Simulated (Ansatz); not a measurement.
Ansatz (a program for electronic structure) input for Zn(F)(SMe) (CH3FSZn), SMILES C[S][Zn][F], PBE-D3(BJ)/def2-SVP. 

Ansatz 0.2 input:
```yaml
crystal:
  periodic: [false, false, false]
  atoms:
    - {symbol: Zn, position_ang: [0.08005370, -0.70279524, 0.00000000]}
    - {symbol: F, position_ang: [-0.38530293, -2.38920525, -0.00000000]}
    - {symbol: S, position_ang: [0.67741969, 1.38536306, -0.00000000]}
    - {symbol: C, position_ang: [-0.97830681, 2.20332201, 0.00000000]}
    - {symbol: H, position_ang: [-1.56025220, 1.95803264, -0.89922245]}
    - {symbol: H, position_ang: [-0.78225421, 3.28489833, -0.00000000]}
    - {symbol: H, position_ang: [-1.56025221, 1.95803264, 0.89922244]}
basis:
  gaussian:
    orbitals: def2-SVP
hamiltonian:
  xc: pbe
  dispersion: d3bj
relax: {f_tol: 0.002, max_steps: 200}
```

Log of the run:

```
WARN ansatz: RAYON_NUM_THREADS=1 ignored (pool sized by the plan → 1); use --threads N
Functional definition: PBE
integrals: 0.04 GiB planned
1043 factors; their error is unknown
mean field: 0.22 GiB planned
mean field evaluation 1: about -63019.3549 eV, gradient 7.5e1 eV
mean field evaluation 2: about -62943.6339 eV, gradient 2.2e2 eV
mean field evaluation 4: about -63029.3179 eV, gradient 1.7e1 eV
mean field evaluation 8: about -63029.8476 eV, gradient 1.1e-1 eV
mean field evaluation 16: about -63029.7904 eV, gradient 3.9e-4 eV
mean field -63029.79042050 eV, -2316.3020748271 hartree, gradient 4.4e-5 eV, S^2 0.000000; 0 other end points of the search recorded, 0 dependent functions left out
the calculation of the forces begins
reference -63029.79047097 eV, -2316.3020766817 hartree; 32, 32 occupied and 60, 60 virtual orbitals, 1043 factors
relax step   1: F+E_penalty+E_count = -63029.92487617 eV  Δ(F+E_penalty+E_count) = +0.000e0 eV  max|allowed force component| = 2.530e-1 eV/Å  Δτ_max = 0.0000 Å  (29 SCF iters, accepted)
these checks for a lower state are left out or cut short: starts, cluster_reference, orbital_swaps, neighbouring_geometries, increment
integrals: 0.04 GiB planned
1043 factors; their error is unknown
mean field: 0.22 GiB planned
mean field -63029.79361511 eV, -2316.3021922268 hartree, gradient 7.1e-6 eV, S^2 0.000000; 0 other end points of the search recorded, 0 dependent functions left out
the calculation of the forces begins
reference -63029.79366554 eV, -2316.3021940798 hartree; 32, 32 occupied and 60, 60 virtual orbitals, 1043 factors
relax step   2: F+E_penalty+E_count = -63029.92823753 eV  Δ(F+E_penalty+E_count) = -3.361e-3 eV  max|allowed force component| = 8.939e-2 eV/Å  Δτ_max = 0.0079 Å  (31 SCF iters, accepted)
these checks for a lower state are left out or cut short: starts, cluster_reference, orbital_swaps, neighbouring_geometries, increment
integrals: 0.04 GiB planned
1043 factors; their error is unknown
mean field: 0.22 GiB planned
mean field evaluation 32: about -63029.7940 eV, gradient 2.2e-5 eV
mean field -63029.79402501 eV, -2316.3022072902 hartree, gradient 2.2e-5 eV, S^2 0.000000; 0 other end points of the search recorded, 0 dependent functions left out
the calculation of the forces begins
reference -63029.79407544 eV, -2316.3022091437 hartree; 32, 32 occupied and 60, 60 virtual orbitals, 1043 factors
relax step   3: F+E_penalty+E_count = -63029.92859833 eV  Δ(F+E_penalty+E_count) = -3.608e-4 eV  max|allowed force component| = 1.244e-2 eV/Å  Δτ_max = 0.0032 Å  (23 SCF iters, accepted)
these checks for a lower state are left out or cut short: starts, cluster_reference, orbital_swaps, neighbouring_geometries, increment
integrals: 0.04 GiB planned
1043 factors; their error is unknown
mean field: 0.22 GiB planned
mean field -63029.79400898 eV, -2316.3022067012 hartree, gradient 5.3e-5 eV, S^2 0.000000; 0 other end points of the search recorded, 0 dependent functions left out
the calculation of the forces begins
reference -63029.79405941 eV, -2316.3022085543 hartree; 32, 32 occupied and 60, 60 virtual orbitals, 1043 factors
relax step   4: F+E_penalty+E_count = -63029.92861205 eV  Δ(F+E_penalty+E_count) = -1.372e-5 eV  max|allowed force component| = 8.387e-3 eV/Å  Δτ_max = 0.0013 Å  (20 SCF iters, accepted)
these checks for a lower state are left out or cut short: starts, cluster_reference, orbital_swaps, neighbouring_geometries, increment
integrals: 0.04 GiB planned
1043 factors; their error is unknown
mean field: 0.22 GiB planned
mean field -63029.79401076 eV, -2316.3022067666 hartree, gradient 3.0e-5 eV, S^2 0.000000; 0 other end points of the search recorded, 0 dependent functions left out
the calculation of the forces begins
reference -63029.79406119 eV, -2316.3022086197 hartree; 32, 32 occupied and 60, 60 virtual orbitals, 1043 factors
relax step   5: F+E_penalty+E_count = -63029.92861435 eV  Δ(F+E_penalty+E_count) = -2.297e-6 eV  max|allowed force component| = 3.259e-3 eV/Å  Δτ_max = 0.0002 Å  (19 SCF iters, accepted)
these checks for a lower state are left out or cut short: starts, cluster_reference, orbital_swaps, neighbouring_geometries, increment
integrals: 0.04 GiB planned
1043 factors; their error is unknown
mean field: 0.22 GiB planned
mean field -63029.79401431 eV, -2316.3022068971 hartree, gradient 2.4e-5 eV, S^2 0.000000; 0 other end points of the search recorded, 0 dependent functions left out
the calculation of the forces begins
reference -63029.79406474 eV, -2316.3022087503 hartree; 32, 32 occupied and 60, 60 virtual orbitals, 1043 factors
relax step   6: F+E_penalty+E_count = -63029.92861477 eV  Δ(F+E_penalty+E_count) = -4.153e-7 eV  max|allowed force component| = 4.055e-4 eV/Å  Δτ_max = 0.0002 Å  (19 SCF iters, accepted)
integrals: 0.04 GiB planned
1043 factors; their error is unknown
mean field: 0.22 GiB planned
mean field evaluation 64: about -63029.7940 eV, gradient 1.6e-2 eV
mean field -63029.79401431 eV, -2316.3022068971 hartree, gradient 2.4e-5 eV, S^2 0.000000; 1 other end points of the search recorded, 0 dependent functions left out
the calculation of the forces begins
reference -63029.79406474 eV, -2316.3022087503 hartree; 32, 32 occupied and 60, 60 virtual orbitals, 1043 factors
Total energy: -63029.92866519 eV, -2316.3071552257 hartree
Atom 0 at     0.081482    -0.694178     0.000000 Å, force    -0.000058    -0.000405     0.000000 eV/Å
Atom 1 at    -0.390650    -2.382982    -0.000000 Å, force     0.000101     0.000339    -0.000000 eV/Å
Atom 2 at     0.682076     1.386171     0.000000 Å, force    -0.000109     0.000094     0.000000 eV/Å
Atom 3 at    -0.975695     2.196779    -0.000000 Å, force     0.000176    -0.000205    -0.000000 eV/Å
Atom 4 at    -1.563144     1.952648    -0.905704 Å, force    -0.000080     0.000047    -0.000016 eV/Å
Atom 5 at    -0.779821     3.286562    -0.000000 Å, force     0.000050     0.000084     0.000000 eV/Å
Atom 6 at    -1.563144     1.952648     0.905704 Å, force    -0.000080     0.000047     0.000016 eV/Å
Dipole moment:    -0.189961     0.369573    -0.000000 e Å
```

The calculation finished and met its thresholds.
